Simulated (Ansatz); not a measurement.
A structure relaxed at r2SCAN-D4/def2-SVPD in Ansatz, charge -1, singlet:

```xyz
7

Be   -1.6454   -0.8465    0.6674
Be    1.5551    0.9115   -0.7881
I    -0.8334    0.5980   -1.1110
I     2.3173    2.9533   -1.5039
I    -3.4070   -2.1745    0.0387
I     2.7975   -0.8498   -0.0605
I    -0.7840   -0.5920    2.7574
```

(1) Give its formula and point group.

(2) Summarise the bond lengths by kind (pairs closer than 1.2 times the sum of covalent radii, bridged metal pairs left out).

## Answers

(1) Be₂I₅⁻. Point group C2 (tolerance 0.1 Å).

(2) 6 × Be–I 2.27 to 2.43 Å.

In the def2 sets I takes a core potential; there is no spin–orbit coupling. Another isomer (singlet) lies 0.24 eV lower at PBE0-D4/def2-TZVPD; other spin states weren't run for this one.
